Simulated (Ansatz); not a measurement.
Reaction (cleavage of the B–Si bond): `FB(F)[Si](Cl)(Cl)Cl` + H₂S → `FB(F)S` + trichlorosilane

Gas-phase electronic energies from Ansatz, PBE0-D4/def2-TZVP geometries. CCSD(T)/CBS is the MP2 limit (def2-TZVPP, def2-QZVPP) plus CCSD(T) − MP2 in def2-TZVPP, frozen cores. This one scheme is used for every species. DFT in def2-TZVPP. One conformer a species, not always the lowest.

| level | ΔE (kJ/mol) |
| --- | --- |
| revPBE-D4 | -77.6 |
| BLYP | -84.6 |
| RPA@PBE/def2-TZVPP | -82.4 |
| HF/CBS(def2) | -95.3 |

**Question.** What does CCSD(T)/CBS give? (An estimate is asked.)

**Answer.** The calculation gave: -86.2 kJ/mol. The listed levels differ from it by 8.6, 1.6, 3.8, -9.1 kJ/mol.

Largest T1 diagnostic among the species: 0.013.

From PBE to PBE0 (25 % exact exchange), in def2-TZVPP and without D4, ΔE moves by −4.2 kJ/mol. The D4 term adds +6.3 kJ/mol with B3LYP and +3.9 kJ/mol with PBE0; it sums over pairs of atoms, weighted by their polarisabilities, and B3LYP, whose exchange is more repulsive, gets the larger term.

B3LYP here is the variant with VWN-RPA as its local correlation; programs differ in this.
